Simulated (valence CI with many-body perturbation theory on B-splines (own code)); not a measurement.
**Level structure of Eu²²⁺**

Method: relativistic CI+MBPT: five valence electrons over a frozen Dirac-Fock core [Kr], radial functions for each j: 7 s, 7 p, 8 d, 6 f, 4 g, 1 h, with the one-electron correlation potential Σ1, the two-electron term Σ2, the three-electron term Σ3, Breit, model QED; selected CI, second order for the rest, scaled by the run's own slope (own B-spline code, finite nucleus).

No measured levels were compared; by estimate terms of the open shell hold to 2 to 4 % of their energy, and close levels can change places. Among the levels kept, up to 580 cm⁻¹ of a level comes from second order outside the variational space, and about a tenth of that is noise between levels of different J, which matters for small intervals. Only levels of the ground parity were solved; by the run's estimate the other parity begins above the list, which can be wrong where configurations are misplaced.

Levels 1 to 32 of 32, with energies above the lowest level, (4d3/2^4 4d5/2) J=5/2. "Leading %" is the weight of the configuration and term that name the level; weights of strongly mixed levels are sums over their largest components and can fall short, so below about 35 % the name and the second component can differ from the true leading terms, or belong to a minority configuration. In the jj column 3d3/2^4 stands for four electrons in 3d with j = 3/2. Lifetimes count E1, E2, E3, M1 and M2 decay at the calculated energies, and are blank where another channel may lead or the interval is too uncertain; long ones can be off by a factor of two.

```csv
No.,Configuration,Term,J,E (eV),Leading %,Leading jj,g,Lifetime
1,4d⁵,⁶S,5/2,0.000,51,4d3/2^4 4d5/2 (56 %),1.711,
2,4d⁵,²F,5/2,4.902,25,4d3/2^3 4d5/2^2 (46 %),1.159,588 μs
3,4d⁵,⁴G,7/2,7.990,46,4d3/2^3 4d5/2^2 (94 %),1.138,1.09 ms
4,4d⁵,⁴D,3/2,8.308,44,4d3/2^3 4d5/2^2 (93 %),1.277,279 μs
5,4d⁵,⁴G,11/2,8.607,54,4d3/2^3 4d5/2^2 (90 %),1.161,
6,4d⁵,⁴G,9/2,9.374,57,4d3/2^3 4d5/2^2 (79 %),1.159,33.7 ms
7,4d⁵,⁴D,5/2,9.539,37,4d3/2^3 4d5/2^2 (64 %),1.119,653 μs
8,4d⁵,⁴P,1/2,10.186,56,4d3/2^3 4d5/2^2 (71 %),1.787,7.46 ms
9,4d⁵,²F,7/2,11.616,26,4d3/2^3 4d5/2^2 (76 %),1.149,2.44 ms
10,4d⁵,²D,5/2,12.531,37,4d3/2^2 4d5/2^3 (53 %),1.220,206 μs
11,4d⁵,⁴D,7/2,13.715,42,4d3/2^2 4d5/2^3 (81 %),1.198,495 μs
12,4d⁵,²I,11/2,14.112,59,4d3/2^2 4d5/2^3 (92 %),1.052,598 μs
13,4d⁵,²D,3/2,14.228,50,4d3/2^3 4d5/2^2 (55 %),0.822,924 μs
14,4d⁵,²G,9/2,14.794,45,4d3/2^2 4d5/2^3 (80 %),1.149,636 μs
15,4d⁵,⁴D,1/2,14.849,70,4d3/2^2 4d5/2^3 (90 %),0.716,343 μs
16,4d⁵,⁴P,3/2,15.565,51,4d3/2^2 4d5/2^3 (89 %),1.182,145 μs
17,4d⁵,²I,13/2,15.618,99,4d3/2^2 4d5/2^3 (99 %),1.075,2.80 ms
18,4d⁵,²F,5/2,16.182,40,4d3/2^2 4d5/2^3 (84 %),1.012,275 μs
19,4d⁵,²H,9/2,17.858,51,4d3/2^2 4d5/2^3 (98 %),1.109,197 μs
20,4d⁵,²G,7/2,18.296,61,4d3/2^2 4d5/2^3 (97 %),0.991,843 μs
21,4d⁵,⁴F,5/2,18.599,53,4d3/2^2 4d5/2^3 (88 %),1.036,208 μs
22,4d⁵,²D,3/2,19.555,80,4d3/2^2 4d5/2^3 (55 %),0.792,510 μs
23,4d⁵,²F,7/2,20.363,51,4d3/2^2 4d5/2^3 (78 %),1.066,294 μs
24,4d⁵,²S,1/2,20.465,57,4d3/2^2 4d5/2^3 (53 %),1.884,209 μs
25,4d⁵,⁴P,5/2,20.549,33,4d3/2 4d5/2^4 (77 %),1.209,90.2 μs
26,4d⁵,²G,9/2,22.172,57,4d3/2^2 4d5/2^3 (70 %),1.100,431 μs
27,4d⁵,⁴F,7/2,22.674,37,4d3/2 4d5/2^4 (94 %),1.195,132 μs
28,4d⁵,²H,11/2,23.461,63,4d3/2 4d5/2^4 (96 %),1.067,
29,4d⁵,²D,3/2,24.057,58,4d3/2 4d5/2^4 (78 %),0.874,98.9 μs
30,4d⁵,²D,5/2,25.552,65,4d3/2 4d5/2^4 (74 %),1.125,129 μs
31,4d⁵,²G,9/2,26.003,82,4d3/2 4d5/2^4 (67 %),1.110,203 μs
32,4d⁵,²D,5/2,26.926,57,4d3/2^2 4d5/2^3 (48 %),1.103,168 μs
```

The ionisation energy to 4d⁴ ³P0 of the next ion comes out as 709.6 eV (NIST: 709 ± 4 eV (theoretical)). All 32 levels together are meant to be complete up to 27.092 eV.
